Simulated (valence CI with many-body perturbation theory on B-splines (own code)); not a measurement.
**I⁴⁰⁺ in brief**

Method: relativistic CI+MBPT: three valence electrons over a frozen Dirac-Fock core [Ne], a basis of 11 s, 11 p, 9 d, 7 f, 5 g, 2 h, 1 i functions for each j, with the one-electron correlation potential Σ1 (screened to all orders), the two-electron term Σ2, the three-electron term Σ3, Breit, model QED; selected single and double excitations, second order for the rest (own B-spline code, finite nucleus).

The last digits are not significant, and no measured levels were compared; by estimate large intervals hold to a few tenths of a per cent, small ones and those within an open d or f shell to about a per cent.

Levels are named by their leading jj configuration (3d3/2^4 stands for four electrons in 3d with j = 3/2), which in mixed levels can hold well under half, so a name can repeat and another be missing.

Rates and lifetimes use the calculated energies. Strong lines usually hold to 10 to 20 %, long lifetimes can be off by a factor of two.

(1) What is the ground level?

(2) What are the static dipole polarisabilities of the lowest levels?

(3) What is the ionisation energy?

(4) Name the longest-lived excited levels whose lifetime is computed, and their main decay.

(5) How well does LS coupling describe the low levels?

(6) Where does the other parity begin?

(7) Among levels below 569.48 eV, which E1 lines absorb most strongly from the ground level?

Results:

(1) (3s^2 3p1/2) J=1/2, composition 99 % 3s2 3p 2P°, g = 0.657.

(2) (3s^2 3p1/2) J=1/2 0.0138 bohr³, of which the core gives 0.000205.

(3) 2927.7 eV; NIST lists 2926 ± 4 eV (theoretical).

(4) (3s 3p3/2 3d5/2) J=9/2 at 386.95 eV lives 618 ns, mostly by M1 to (3s 3p1/2 3d5/2) J=7/2; (3s^2 3p3/2) J=3/2 at 75.65 eV lives 490 ns, mostly by M1 to (3s^2 3p1/2) J=1/2.

(5) Among the lowest 20 levels the leading LS term, summed over configurations, holds 68 % on average. For single configurations the figures are 63 % in LS and 86 % in jj coupling. Terms mix most in the J = 5/2 level at 336.14 eV, where the leading one holds 33 %.

(6) At (3s 3p1/2^2) J=1/2, 98.40 eV.

(7) to (3s^2 3d3/2) J=3/2 at 5.462 nm, f = 0.353; to (3s 3p1/2 3p3/2) J=1/2 at 6.478 nm, f = 0.185; to (3s 3p1/2 3p3/2) J=3/2 at 6.768 nm, f = 0.108.
